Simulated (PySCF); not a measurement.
# Mg¹⁰⁺ (magnesium, charge +10): UHF calculation

Configuration: 1s2, closed-shell 1S. All numbers are calculated (PySCF 2.14, the non-relativistic Hamiltonian (point nucleus), in an even-tempered Gaussian basis (15 s from 5.3 bohr⁻², ratio 2.2; 7 p from 8.2 bohr⁻², ratio 2.4; 4 d from 25 bohr⁻², ratio 2.4; 3 f from 37 bohr⁻², ratio 2.4; 3 g from 55 bohr⁻², ratio 2.4)).

- Total energy: -136.611032 hartree
- One-electron energy: -143.8887 hartree
- Hartree (Coulomb) energy: 14.5554 hartree
- Exchange energy: -7.2777 hartree
- Kinetic energy: 136.61086 hartree
- ⟨S²⟩: 0.0000
- ⟨L²⟩: 0.000
- Sum of ⟨r⟩: 0.2581 bohr
- Sum of ⟨r²⟩: 0.04459 bohr²
- Density at the nucleus (Gaussians lack the cusp): 1030 bohr⁻³

| shell | electrons | mean orbital energy (eV) | rms radius, mean of both spins (bohr) |
| --- | --- | --- | --- |
| 1s | 2 | -1759.7 | 0.149 |
